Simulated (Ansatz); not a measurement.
PBE exchange is replaced step by step with exact exchange (0 % is PBE, 25 % PBE0; no dispersion term), basis def2-SVP, Ansatz. System: Ga₈P₈H₂₂, a nanocrystal cut from wurtzite GaP (hydrogen-capped). Charge 0, multiplicity 1. Geometry: PBE-D4/def2-SVP.

Geometry of the singlet:

```tsv
atom	x (Å)	y (Å)	z (Å)
Ga1	-0.466	-0.628	4.492
P2	1.842	-0.159	3.792
P3	-1.368	-0.814	2.260
Ga4	-1.329	1.258	1.086
Ga5	2.522	-0.012	1.486
P6	0.998	1.565	0.549
P7	-2.366	0.981	-1.041
Ga8	-2.512	3.052	-2.273
Ga9	1.538	1.756	-1.766
P10	-0.092	3.319	-2.603
Ga11	-0.430	-2.685	1.143
P12	1.775	-2.042	0.507
P13	-1.598	-2.673	-0.971
Ga14	-1.509	-0.746	-2.423
Ga15	2.217	-2.213	-1.874
P16	0.835	-0.353	-2.599
H17	-0.988	0.695	5.174
H18	-0.429	-2.052	5.170
H19	2.314	1.029	4.433
H20	2.737	-1.087	4.413
H21	-2.756	-1.128	2.424
H22	-1.902	2.468	1.918
H23	4.045	0.338	1.300
H24	1.367	2.825	1.123
H25	-3.717	0.600	-0.753
H26	-2.949	4.221	-1.310
H27	-3.113	2.774	-3.706
H28	3.025	2.173	-2.073
H29	0.320	4.615	-2.160
H30	0.194	3.486	-3.994
H31	-0.560	-4.070	1.880
H32	2.601	-3.044	1.112
H33	-2.975	-2.950	-0.704
H34	-1.294	-3.859	-1.707
H35	-2.271	-0.993	-3.778
H36	3.731	-1.854	-2.137
H37	1.509	-3.537	-2.380
H38	1.051	-0.257	-4.012
```

Single mean-field runs in def2-SVP are fitted with def2-universal-jkfit.

```csv
exact exchange (%),HOMO (eV),LUMO (eV),gap (eV)
0,-6.05,-1.83,4.22
5,-6.25,-1.69,4.57
10,-6.46,-1.54,4.91
15,-6.66,-1.40,5.26
25,-7.07,-1.12,5.96
50,-8.13,-0.40,7.73
```

Task: Estimate the row for 35 %.

Result: 
```json
{"exact exchange (%)": "35", "HOMO (eV)": "-7.49", "LUMO (eV)": "-0.83", "gap (eV)": "6.66"}
```
